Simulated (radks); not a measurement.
Al I, 13 electrons, occupied as [Ne] 3s2 3p(up 0.625, down 0.375) (fractional occupations, a model configuration). All-electron calculation, scalar-relativistic Kohn-Sham, PBE, spin-polarised, spherical densities, finite nucleus; Fermi nuclear charge, rms radius 3.061 fm. Program: a radial shooting solver on a logarithmic mesh with Libxc functionals.

X-ray form factor f0, the Fourier transform of the density (f0(0) = 13):

| sin(theta)/lambda (1/angstrom) | f0 (electrons) |
|---|---|
| 0.05 | 12.444 |
| 0.1 | 11.252 |
| 0.15 | 10.084 |
| 0.2 | 9.166 |
| 0.25 | 8.456 |
| 0.3 | 7.854 |
| 0.4 | 6.744 |
| 0.5 | 5.675 |
| 0.6 | 4.702 |
| 0.8 | 3.225 |
| 1 | 2.340 |
| 1.25 | 1.766 |
| 1.5 | 1.484 |
| 2 | 1.195 |
